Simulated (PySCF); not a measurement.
Choosing a molecule for a target property.

Each SMILES stands for a single optimised conformer of the isolated species, non-relativistic unless stated; the electronic structure was computed with PySCF and density fitting.

The conformers computed, where there is a choice (atom-mapped SMILES and torsion angles):
- `[CH2:1]=[CH:2][CH2:3][NH:4]/[N:5]=[C:6](/[CH3:7])[CH:8]1[CH2:9][CH2:10]1`: C1–C2–C3–N4 132°, C2–C3–N4–N5 156°, C3–N4–N5–C6 160°, N5–C6–C8–C9 -74°
- `[CH2:1]=[C:2]([CH2:3][OH:4])[CH2:5][CH2:6][CH3:7]`: C1–C2–C3–O4 -114°, C1–C2–C5–C6 9°, C2–C5–C6–C7 177°, H–O4–C3–C2 58°
- `[CH2:1]=[N:2][c:3]1[cH:4][cH:5][cH:6][s:7]1`: C1–N2–C3–C4 180°
- `[CH3:1][C:2]([CH3:3])([CH3:4])/[N:5]=[CH:6]/[C:7]#[C:8][CH2:9][NH2:10]`: C1–C2–N5–C6 -61°, H–N10–C9–C8 59°, H–N10–C9–C8 -59°
- `[CH2:1]=[CH:2][CH2:3][CH2:4][SiH2:5][SiH2:6][C:7]#[N:8]`: C1–C2–C3–C4 -120°, C2–C3–C4–Si5 58°, C3–C4–Si5–Si6 52°, C4–Si5–Si6–C7 20°
- `[CH3:1][C@@H:2]([C:3]#[N:4])[CH2:5][CH2:6][S@@:7]([CH3:8])=[O:9]`: C1–C2–C5–C6 178°, C2–C5–C6–S7 -62°, C5–C6–S7–C8 -165°

The conformers of `OCC1CCCC1` and `C=C[C@@H]1CN(C)N=C1CC` aren't listed.

Problem. Wanted: dipole moment above 1.7 D (PBE0/pcSseg-1) and smallest rotational constant below 0.7 GHz (GFN2-xTB), at GFN2-xTB geometries. Which candidate meets both?
A. `C=CCC[SiH2][SiH2]C#N`
B. `C=CCN/N=C(/C)C1CC1`
C. `CC(C)(C)/N=C/C#CCN`
D. `C=Nc1cccs1`
E. `C=C(CO)CCC`

Solution. B. Computed values:
```csv
species,dipole moment,smallest rotational constant
C=Nc1cccs1,0.90 D,1.427 GHz
C=C(CO)CCC,1.31 D,1.138 GHz
CC(C)(C)/N=C/C#CCN,1.56 D,0.439 GHz
C=CCN/N=C(/C)C1CC1,1.84 D,0.515 GHz
C=CCC[SiH2][SiH2]C#N,3.53 D,0.850 GHz
```

Problem. Wanted: HOMO energy between -6.3 eV and -5.8 eV (PBE0/pcSseg-1) and HOMO–LUMO gap below 7 eV (PBE0/pcSseg-1), at GFN2-xTB geometries. Which candidate meets both?
A. `C=NC1=CC=CS1`
B. `C=CCN/N=C(/C)C1CC1`
C. `OCC1CCCC1`
D. `C(CN)#C/C=N/C(C)(C)C`
E. `C=C[C@@H]1CN(C)N=C1CC`
F. `C[C@@H](C#N)CC[S@@](C)=O`
G. `C=C(CO)CCC`

Solution. B. Computed values:
```csv
species,HOMO energy,HOMO–LUMO gap
OCC1CCCC1,-7.57 eV,8.75 eV
C=C(CO)CCC,-7.46 eV,7.76 eV
C(CN)#C/C=N/C(C)(C)C,-7.08 eV,6.00 eV
C[C@@H](C#N)CC[S@@](C)=O,-6.85 eV,7.23 eV
C=NC1=CC=CS1,-6.60 eV,4.90 eV
C=CCN/N=C(/C)C1CC1,-5.93 eV,6.22 eV
C=C[C@@H]1CN(C)N=C1CC,-5.63 eV,5.53 eV
```
